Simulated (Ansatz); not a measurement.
Cost and result up the ladder for TcO3Cl (TcClO3) (5 atoms). Charge 0, multiplicity 1. Geometry: r2SCAN-D4/def2-SVP.

```tsv
atom	x (Å)	y (Å)	z (Å)
Tc1	0.026	-0.039	0.102
O2	-1.258	-0.937	0.693
O3	1.386	-1.011	0.003
O4	0.331	1.244	1.134
Cl5	-0.484	0.743	-1.932
```

Ansatz on 4 threads of Intel Xeon 6975P-C on a shared host. Times are rough, and most runs start from the orbitals of an earlier one. No level here is sound enough to serve as a yardstick. Binding counts from free atoms at the same level (Tc sextet, O triplet, Cl doublet; other spins of the atoms weren't run), without zero-point energy or a counterpoise term.

In the def2 sets Tc takes a core potential; there is no spin–orbit coupling. LC-ωPBE has ω = 0.4 bohr⁻¹. B3LYP takes the VWN-RPA correlation. HSE06 is defined as in plane-wave codes, on full-range PBE exchange. Correlated methods freeze 8 core orbitals; core or outer-core shells of Tc are correlated, in sets that lack core-valence functions.

Run but left out: HF/def2-TZVP, MP2/def2-TZVP, CCSD(T)/def2-TZVPP (restricted singlet, unstable towards broken spin symmetry); BHLYP-D4/def2-TZVP (restricted singlet, unstable in another Hartree–Fock run and untested here).

Correlated methods converge slowly with the basis.

```tsv
level	functions	wall time	binding energy per atom (eV)	remarks
PBE-D4/def2-SVP	91	0.4 s	4.84	restricted SCF unstable in HF
PBE0-D4/def2-SVP	91	0.6 s	4.08	restricted SCF unstable in HF
PBE-D4/def2-TZVP (with forces)	170	0.9 s	4.78	–
PBE0-D4/def2-TZVP	170	0.95 s	4.07	restricted SCF unstable in HF
LC-ωPBE/def2-TZVP	170	1.1 s	3.97	restricted SCF unstable in HF
B3LYP-D4/def2-TZVP	170	1.1 s	4.15	restricted SCF unstable in HF
HSE06-D4/def2-TZVP	170	1.1 s	4.09	restricted SCF unstable in HF
r2SCAN-D4/def2-TZVP	170	1.4 s	4.40	restricted SCF unstable in HF
r2SCAN0-D4/def2-TZVP	170	1.6 s	3.76	restricted SCF unstable in HF
r2SCANh-D4/def2-TZVP	170	1.7 s	4.14	restricted SCF unstable in HF
RPA@PBE/def2-TZVP	170	1.7 s	3.89	–
```
